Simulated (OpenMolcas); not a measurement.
# Zr III: Racah parameters, worked from levels

```
Program             : OpenMolcas
Basis               : ANO-RCC-VQZP [8s7p5d3f2g1h]
Scalar Hamiltonian  : DKH2, point nucleus
Active space        : 2 electrons in 5 orbitals (4d)
State averaging     : 2S+1 = 3 even, 10 roots; 2S+1 = 1 even, 15 roots
Spin-orbit coupling : state interaction with AMFI integrals over the reference wave functions, term energies averaged over their components
```

Methods: CASSCF; SS-CASPT2, IPEA 0.25 Eh, imaginary shift 0.1 Eh (closed shells correlated: 4s 4p). Measured levels: Moore, Atomic Energy Levels, vol. II, NSRDS-NBS 35 (1971 reprint of NBS Circular 467, 1952); NIST levels as listed in Rynkun, Gaigalas and Jonsson, Astron. Astrophys. 637, A10 (2020).

**Racah parameters.** Above 3F, d2 has 3P at 15B, 1G at 12B + 2C and 1D at 5B + 2C. The first two fix B and C, and the third tests them; where it misses by thousands of cm-1, two parameters do not describe the configuration (Trees and configuration-interaction terms are left out) and B and C hang on the terms chosen. Term energies are centres of gravity, weighted by 2J + 1.

```json
{"Source": "CASSCF", "3P": "9948", "1G": "12970", "B": "663", "C": "2506", "C/B": "3.78", "1D from B, C": "8327", "1D found": "8295"}
{"Source": "SS-CASPT2", "3P": "8268", "1G": "10363", "B": "551", "C": "1874", "C/B": "3.40", "1D from B, C": "6503", "1D found": "4395"}
{"Source": "measured", "3P": "7717", "1G": "10185", "B": "514", "C": "2006", "C/B": "3.90", "1D from B, C": "6582", "1D found": "4878"}
```

Energies in cm-1. From CASSCF to SS-CASPT2, B changes by -16.9 % and C by -25.2 %. Against the measured terms, SS-CASPT2 has B off by +7.2 % and C by -6.6 %.

CASPT2 breaks the degeneracy within a term, and the mean is taken; among the terms shown or strongly mixed into the levels shown the widest spread is 640 cm-1 (4d2 1G, SS-CASPT2). Levels of configurations with an s electron are missing; early in the row they begin among the upper levels of the d shell and mix with terms of their name. Without dynamic correlation excited terms often stand tens of per cent too high (terms of higher spin than the ground term too low), and those without a measured partner can miss by more than the paired ones (holds for CASSCF). Some levels mix across a computed gap that differs much from the measured one, so their mixing is not that of the real levels (holds for CASSCF). Measured partners are found by configuration, term and J. A level has none where our copy of the source lacks it or the pairing is in doubt (some pairs that miss far off the trend of their configuration count as doubtful), and it then counts in no deviation. Only configurations of the active space appear.
